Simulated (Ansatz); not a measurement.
Consider the atomization: `BOCBS` → 2 B• + C• + 6 H• + O• + S•.

Calculated with Ansatz (gas phase, PBE0-D4/def2-TZVP geometries, no zero-point term in ΔE). CCSD(T)/CBS adds triple-zeta CCSD(T) − MP2 to the extrapolated MP2 energy (def2 sets, frozen cores). This one scheme is used for every species, atoms too. Functionals use def2-TZVPP. B3LYP here is the variant with VWN-RPA as its local correlation; programs differ in this. Open shells (•) are unrestricted, without spin–orbit coupling. Spin–orbit coupling would lower the free atoms: a little for B, C, O, S. Each species was taken in one conformer, which may not be the lowest.

(1) What is ΔE at CCSD(T)/CBS? (Estimate.)

(2) What do these levels give: PBE-D4, r2SCAN-D4, PBE0-D4, B3LYP-D4, PBE, B3LYP, HF/def2-TZVPP, SCS-MP2/def2-TZVPP, CCSD/def2-TZVPP, MP2/def2-QZVPP, SCS-MP2/def2-QZVPP, MP2/CBS(def2)? (Best estimate.)

Largest T1 diagnostic among the species: 0.015.

Answers

(1) The calculation gave: +42.44 eV.

(2) Ansatz gave: PBE-D4 43.50, r2SCAN-D4 42.97, PBE0-D4 42.81, B3LYP-D4 42.75, PBE 43.28, B3LYP 42.39, HF/def2-TZVPP 32.07, SCS-MP2/def2-TZVPP 41.99, CCSD/def2-TZVPP 40.87, MP2/def2-QZVPP 42.81, SCS-MP2/def2-QZVPP 42.62, MP2/CBS(def2) 43.21 eV.

In def2-TZVPP, CCSD(T) changes the Hartree–Fock value by +9.39 eV (the triples alone add +0.60 eV) and MP2 by +10.17 eV; breaking electron pairs costs correlation energy, which Hartree–Fock lacks. From PBE to PBE0 (25 % exact exchange), in def2-TZVPP and without D4, ΔE moves by −0.65 eV: exact exchange takes away binding that semilocal exchange gives to molecules. The D4 term adds +0.35 eV with B3LYP and +0.19 eV with PBE0; it sums over pairs of atoms, weighted by their polarisabilities, and B3LYP, whose exchange is more repulsive, gets the larger term.

For atomizations the MP2-based limit and the directly extrapolated one differ by several kJ/mol either way, and by 10 to 25 for some Ge, Se and Sn compounds, so smaller differences from it don't rank the levels.
